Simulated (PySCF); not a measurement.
C₃H₇Ga, SMILES C=C[CH2][GaH2]. Atoms are numbered in the order given.

```xyz
11

Ga     0.4715     0.2705     0.6620
C     -0.9628    -1.0898     0.1348
C     -1.0709    -0.1633    -1.0038
C     -0.1134     0.0312    -1.9694
H     -1.8662    -1.1888     0.7567
H     -0.4636    -2.0536    -0.0692
H     -1.8979     0.5704    -0.9627
H      0.7264    -0.6710    -2.0982
H     -0.2085     0.8444    -2.7035
H      1.9312    -0.2339     0.3728
H      0.0439     1.6792     1.2119
```
Charge 0, spin multiplicity 1.

Geometry: PBE-D3(BJ)/def2-SVP. The structure was generated by enumeration; whether it is a known compound was not checked. The values are those of a single conformer.

The numbers are results of PBE-D3(BJ)/def2-SVP (PySCF), not measurements.

Frequencies are harmonic and unscaled.

Q: Estimate the vibrational spectrum. (An estimate is asked for; the answer gives what the named calculation found.)

A: 
```tsv
mode	ν (cm⁻¹)	IR (km/mol)	moving atoms (share of kinetic energy)
1	97	2.9	C 63 %, Ga 22 %, H 15 %
2	300	1.3	H 52 %, C 44 %
3	346	5.7	H 94 %
4	407	2.2	C 50 %, H 45 %
5	431	24.9	H 79 %, C 13 %
6	468	26.5	C 44 %, H 43 %, Ga 13 %
7	536	31.5	H 96 %
8	686	14.7	H 70 %, C 30 %
9	697	78.3	H 96 %
10	745	36.4	H 78 %, C 21 %
11	835	48.1	H 75 %, C 25 %
12	904	57.8	H 75 %, C 25 %
13	916	2.6	H 83 %, C 17 %
14	977	6.7	H 50 %, C 50 %
15	996	15.1	H 84 %, C 16 %
16	1163	15.0	H 53 %, C 46 %
17	1259	2.2	H 77 %, C 23 %
18	1362	1.5	H 87 %, C 13 %
19	1405	5.3	H 79 %, C 21 %
20	1573	28.9	C 82 %, H 18 %
21	1927	67.9	H 99 %
22	1940	192.0	H 98 %
23	3052	1.2	H 95 %
24	3068	4.7	H 92 %
25	3080	0.6	H 95 %
26	3149	1.7	H 90 %, C 10 %
27	3186	1.6	H 89 %, C 11 %
```
